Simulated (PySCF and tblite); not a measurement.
Values are calculated unless marked as measured or tabulated.
Stationary points of C$_{7}$H$_{11}$N at GFN2-xTB, in Å:

Structure A

```
 1 C     3.429   -0.381   -0.698
 2 C     2.405   -0.239   -0.094
 3 C     1.150   -0.076    0.604
 4 C     0.325   -1.395    0.638
 5 N    -1.069   -1.015    0.537
 6 C    -1.076    0.102   -0.399
 7 C    -2.355    0.917   -0.307
 8 C     0.203    0.922   -0.098
 9 H     4.332   -0.502   -1.217
10 H     1.361    0.254    1.628
11 H     0.511   -1.987    1.533
12 H     0.574   -2.000   -0.240
13 H    -1.405   -0.692    1.442
14 H    -0.992   -0.334   -1.403
15 H    -3.216    0.278   -0.484
16 H    -2.453    1.365    0.680
17 H    -2.348    1.712   -1.049
18 H    -0.033    1.759    0.561
19 H     0.645    1.321   -1.010
```

Structure B

```
 1 C     3.563   -0.121   -0.135
 2 C     2.393   -0.051    0.105
 3 C     0.974    0.022    0.372
 4 C     0.316   -1.359    0.538
 5 N    -1.032   -1.126    0.114
 6 C    -1.252    0.120   -0.562
 7 C    -2.094    1.097    0.273
 8 C     0.176    0.635   -0.790
 9 H     4.591   -0.177   -0.336
10 H     0.812    0.614    1.279
11 H     0.370   -1.712    1.575
12 H     0.832   -2.101   -0.098
13 H    -1.768   -1.779    0.288
14 H    -1.767   -0.037   -1.523
15 H    -3.067    0.659    0.487
16 H    -1.601    1.314    1.217
17 H    -2.245    2.028   -0.269
18 H     0.231    1.721   -0.802
19 H     0.566    0.253   -1.735
```

Structure C

```
 1 C     3.420   -0.436   -0.719
 2 C     2.412   -0.238   -0.104
 3 C     1.171   -0.011    0.605
 4 C     0.350   -1.306    0.765
 5 N    -1.015   -0.828    0.748
 6 C    -1.084    0.143   -0.334
 7 C    -2.339    0.997   -0.222
 8 C     0.217    0.942   -0.154
 9 H     4.311   -0.603   -1.245
10 H     1.400    0.400    1.592
11 H     0.561   -1.821    1.704
12 H     0.580   -1.992   -0.070
13 H    -1.691   -1.577    0.642
14 H    -1.069   -0.349   -1.325
15 H    -3.228    0.388   -0.367
16 H    -2.388    1.450    0.765
17 H    -2.328    1.782   -0.974
18 H     0.028    1.837    0.438
19 H     0.634    1.244   -1.113
```

Level: B3LYP/pcSseg-1 + D3(BJ) on GFN2-xTB stationary points, with GFN2-xTB thermal terms.

Task: Which structure is a saddle point, and along which motion?

Result: B: one imaginary mode (544i cm⁻¹ at GFN2-xTB, mostly on H13, N5), along the pyramidal inversion at N5.

Task: Give their symmetry and energies above the lowest.

Result: A C1, 0.2 kcal/mol; B C1, 3.7 kcal/mol; C C1, 0.0 kcal/mol.
